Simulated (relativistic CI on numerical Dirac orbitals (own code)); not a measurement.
**What each ingredient does to the levels of As X**

Base calculation: Dirac-Coulomb-Breit CI, KLI orbitals optimised for each configuration, QED by a radiative potential, unscaled Slater integrals.

Configurations in the expansion (outside the closed core [Ne]): 3s2 3p6 3d6, 3s2 3p5 3d7, 3s2 3p4 3d8, 3s 3p6 3d7, 3s2 3p6 3d5 4s, 3s2 3p6 3d5 4p, 3p6 3d8, 3s2 3p6 3d4 4s2, 3s2 3p6 3d5 4d, 3s2 3p6 3d4 4s 4p, 3s2 3p6 3d5 4f, 3s2 3p6 3d5 5s, 3s2 3p6 3d4 4p2, 3s2 3p6 3d4 4s 4d, 3s2 3p6 3d5 5p, 3s 3p5 3d8, 3s2 3p6 3d5 5d, 3s2 3p5 3d6 4s, 3s2 3p6 3d4 4p 4d, 3s2 3p6 3d5 5f, 3s2 3p6 3d5 6s, 3s2 3p6 3d5 5g, 3s2 3p6 3d5 6p, 3s2 3p5 3d6 4p, 3s2 3p6 3d4 4d2, 3s2 3p5 3d5 4s2, 3s2 3p6 3d5 6f, 3s 3p6 3d6 4s, 3s 3p6 3d5 4s2, 3s2 3p5 3d6 5s. Levels of other configurations are missing.

Variants: (1) valence Slater integrals scaled by 0.9; (2) non-relativistic limit; (3) only the first configuration. Shifts of the energy above 3s2 3p6 3d6 5D_4, in cm⁻¹, for the lowest level and the first level of each name with at least 55 % of one term (blank where a level changes its place among those of its configuration and J or its character, or is not in the variant):

```csv
Level,Base,Δ(1),Δ(2),Δ(3)
3s2 3p6 3d6 5D_4,0.0,0.0,0.0,0.0
3s2 3p6 3d6 5D_3,3140.7,+24.0,-3140.7,-19.7
3s2 3p6 3d6 5D_2,4985.7,-10.8,-4985.6,+56.2
3s2 3p6 3d6 5D_1,6185.7,-16.7,-6185.7,+89.6
3s2 3p6 3d6 5D_0,6757.3,-23.3,-6757.3,+111.3
3s2 3p6 3d6 3P_2,40736.1,-3337.1,+700.3,+7558.6
3s2 3p6 3d6 3F_4,46519.3,-4587.7,,
3s2 3p6 3d6 3H_6,47681.0,-4744.6,-851.6,-2840.0
3s2 3p6 3d6 3H_5,48703.0,-4797.5,-1873.5,-2536.0
3s2 3p6 3d6 3P_1,49567.0,-3320.7,-8130.6,+7467.4
3s2 3p6 3d6 3F_3,49870.5,-4323.0,-2790.3,+3038.6
3s2 3p6 3d6 3F_2,50947.2,-4312.7,-3867.1,+3404.0
3s2 3p6 3d6 3H_4,50972.0,-4544.4,,
3s2 3p6 3d6 3P_0,51502.1,-3573.8,-10065.7,+7597.2
3s2 3p6 3d6 3G_5,58175.3,-5280.7,-2570.9,-513.2
3s2 3p6 3d6 3G_4,60627.5,-5311.0,-5023.2,+53.3
3s2 3p6 3d6 3G_3,61505.2,-5308.1,-5900.8,+163.2
3s2 3p6 3d6 3D_2,69810.1,-6331.9,-2055.0,+3955.5
3s2 3p6 3d6 3D_1,70631.0,-6287.8,-2875.9,+3611.1
3s2 3p6 3d6 3D_3,71173.4,-6343.8,-3418.3,+3538.8
3s2 3p6 3d6 1G_4,72448.8,-6093.6,-5074.1,+2119.5
3s2 3p6 3d6 1I_6,73462.3,-7078.8,-2990.5,-4398.3
```

At this charge energies of transitions that change n are usually good to better than 1 %, and those within a shell (Δn = 0) to a few per cent. Terms inside the open d or f shell come out 10 to 20 % too wide with unscaled integrals.

Ionisation energy from the two ground configurations alone: base 247.093 eV; valence Slater integrals scaled by 0.9 247.697 eV. The NIST ASD value (theoretical) is 247 eV.
